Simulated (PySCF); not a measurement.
Two species compared at the same levels of theory.

First species: C8H14F2.
Cartesian coordinates in Å at the GFN2-xTB level; atoms count from 1:
```
atom  x, y, z in Å
C1    -2.408    0.942   -0.232
C2    -1.823    0.131    0.878
C3    -0.666   -0.514    0.945
C4     0.431   -0.657   -0.089
C5    -0.064   -1.503   -1.272
C6     1.617   -1.388    0.553
C7     0.909    0.711   -0.618
C8     1.241    1.709    0.478
F9     2.490    1.525    0.977
F10    1.234    2.975   -0.021
H11   -1.929    0.765   -1.189
H12   -2.326    2.003    0.006
H13   -3.467    0.710   -0.330
H14   -2.457    0.096    1.757
H15   -0.455   -1.038    1.868
H16    0.741   -1.657   -1.986
H17   -0.895   -1.029   -1.785
H18   -0.398   -2.474   -0.916
H19    1.996   -0.840    1.411
H20    2.427   -1.501   -0.163
H21    1.313   -2.379    0.883
H22    1.800    0.575   -1.234
H23    0.139    1.174   -1.235
H24    0.536    1.684    1.323
```

Second species: C7H9O2P.
SMILES: `C#C[P@](=O)(C(C)=O)C1CC1`

Levels: PBE0/pcSseg-1 for dipole moment, HOMO energy, LUMO energy and HOMO–LUMO gap; GFN2-xTB for rotational constant A and rotational constant C. Geometries: GFN2-xTB. Each species is one conformer at its optimised geometry, gas phase, non-relativistic unless stated; the electronic structure was computed with PySCF and density fitting.

The conformers computed, where there is a choice (atom-mapped SMILES and torsion angles):
- `[CH3:1]/[CH:2]=[CH:3]\[C:4]([CH3:5])([CH3:6])[CH2:7][CH:8]([F:9])[F:10]`: C2–C3–C4–C5 -68°, C3–C4–C7–C8 50°, C4–C7–C8–F9 82°
- `[CH:1]#[C:2][P@:3](=[O:4])([C:5]([CH3:6])=[O:7])[CH:8]1[CH2:9][CH2:10]1`: C2–P3–C5–C6 107°, C2–P3–C8–C9 -85°

(1) Which of the two has the higher dipole moment, and by how much?

(2) Which of the two has the higher rotational constant C, and by how much?

(3) Which has the higher LUMO energy?

(4) Which has the higher rotational constant A?

(5) Which of the two has the higher HOMO energy, and by how much?

(6) Which of the two has the higher HOMO–LUMO gap, and by how much?

Answers

(1) The first: 2.48 D against 1.45 D, a difference of 1.03 D.

(2) The second: 0.819 GHz against 0.761 GHz, a difference of 0.058 GHz.

(3) The first: 0.23 eV against -1.62 eV, a difference of 1.85 eV.

(4) The first: 1.504 GHz against 1.417 GHz, a difference of 0.087 GHz.

(5) The second: -7.18 eV against -7.31 eV, a difference of 0.13 eV.

(6) The first: 7.54 eV against 5.56 eV, a difference of 1.98 eV.

On the first: In atomic units the dipole is 0.98 e·bohr (1 au = 2.5417 D). A dipole of 2.48 D is allowed in C1, and pure rotational transitions are dipole-allowed.

On the second: A dipole of 1.45 D is allowed in C1, and pure rotational transitions are dipole-allowed. In atomic units the dipole is 0.57 e·bohr (1 au = 2.5417 D).
